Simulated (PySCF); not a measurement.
C5H6F2.
SMILES: `C=C=C(C)C(F)F`

A PySCF run (density fitting, gas phase, GFN2-xTB geometry) gave HOMO -6.73 eV, LUMO -1.15 eV, dipole 2.06 D and E = -393.670 Eh.

Problem. Which of these levels was it?
A. HCTH407/pcSseg-1
B. X3LYP/ANO-RCC-VDZP
C. PBE0/pcSseg-1
D. PBE0/def2-SVPD

Solution. A. It is HCTH407/pcSseg-1. All candidates on this geometry:

```json
{"level and settings": "HCTH407/pcSseg-1, start guess huckel", "kind": "GGA", "basis functions": "149", "SCF cycles": "16", "E (Eh)": "-393.6696", "HOMO (eV)": "-6.73", "LUMO (eV)": "-1.15", "dipole (D)": "2.06"}
{"level and settings": "X3LYP/ANO-RCC-VDZP, grid level 4", "kind": "global hybrid", "basis functions": "128", "SCF cycles": "14", "E (Eh)": "-393.7451", "HOMO (eV)": "-7.52", "LUMO (eV)": "-0.08", "dipole (D)": "2.55"}
{"level and settings": "PBE0/def2-SVPD", "kind": "global hybrid", "basis functions": "194", "SCF cycles": "14", "E (Eh)": "-393.0745", "HOMO (eV)": "-7.84", "LUMO (eV)": "-0.13", "dipole (D)": "2.39"}
{"level and settings": "PBE0/pcSseg-1", "kind": "global hybrid", "basis functions": "149", "SCF cycles": "14", "E (Eh)": "-393.3067", "HOMO (eV)": "-7.81", "LUMO (eV)": "-0.06", "dipole (D)": "2.29"}
```

The nearest other candidate, by the summed differences of HOMO and LUMO, is X3LYP/ANO-RCC-VDZP: its HOMO differs by -0.79 eV and its LUMO by +1.07 eV. Cycle counts include a coarse-grid stage where the run had one. ANO-RCC sets were contracted for a scalar-relativistic Hamiltonian, but ran non-relativistically here.

Shape of the structure used: `[CH2:1]=[C:2]=[C:3]([CH3:4])[CH:5]([F:6])[F:7]`: C2–C3–C5–F6 121°.
